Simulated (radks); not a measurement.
Values are calculated unless marked as measured or tabulated.
All-electron atom: Eu+ in [Xe] 4f5 6s2 6p1 (not the ground configuration).

Level of theory: scalar-relativistic Kohn-Sham, LDA (Slater exchange, Perdew-Wang correlation), spin-polarised, spherical densities, finite nucleus; open shells are filled with parallel spins first (spin-orbit coupling, left out, can overturn this in heavy ions); Fermi nuclear charge, rms radius 5.1115 fm (a radial shooting solver on a logarithmic mesh with Libxc functionals).

Energy parts (eV):
total: -294840.31
kinetic: 315762.11
electron-nucleus: -717253.72
Hartree: 113007.48
exchange-correlation: -6356.18

Orbitals (lengths in bohr, moments of r in powers of bohr; r(max) is where P^2 peaks):
orbital,occ.,eigenvalue (eV),<r>,r(max)
1s up,1,-48342.40,0.02234,0.01421
1s down,1,-48342.39,0.02234,0.01421
2s up,1,-7962.888,0.09519,0.08063
2s down,1,-7962.806,0.09519,0.08063
2p up,3,-7101.512,0.08393,0.06514
2p down,3,-7101.450,0.08393,0.06514
3s up,1,-1775.755,0.2500,0.2292
3s down,1,-1773.725,0.2498,0.2291
3p up,3,-1507.594,0.2484,0.2247
3p down,3,-1505.581,0.2482,0.2246
3d up,5,-1147.666,0.2262,0.1838
3d down,5,-1146.088,0.2260,0.1837
4s up,1,-376.1254,0.5647,0.5269
4s down,1,-371.5945,0.5648,0.5267
4p up,3,-287.4824,0.5970,0.5495
4p down,3,-283.0035,0.5972,0.5494
4d up,5,-163.7884,0.6476,0.5710
4d down,5,-159.4101,0.6487,0.5709
5s up,1,-65.4470,1.318,1.199
5s down,1,-63.2480,1.332,1.208
5p up,3,-42.4463,1.511,1.342
5p down,3,-40.7593,1.531,1.356
4f up,5,-29.5304,0.8222,0.5753
4f down,0,-25.5757,0.8431,0.5775
6s up,1,-12.6349,3.295,2.964
6s down,1,-11.9364,3.327,2.984
6p up,1,-8.1235,4.033,3.610
6p down,0,-7.4937,4.118,3.660

The highest occupied level is 6p up at -8.124 eV. The configuration is held as typed, so some empty levels lie below it. Summed over all electrons, <r^2> = 75.89 bohr^2, which gives a Langevin (diamagnetic) susceptibility term of -60.1 x 10^-6 cm^3/mol. The electron density at the nucleus is 6.033e+05 e/bohr^3 (large components only). The density falls to 0.001 e/bohr^3 at r = 5.15 bohr.
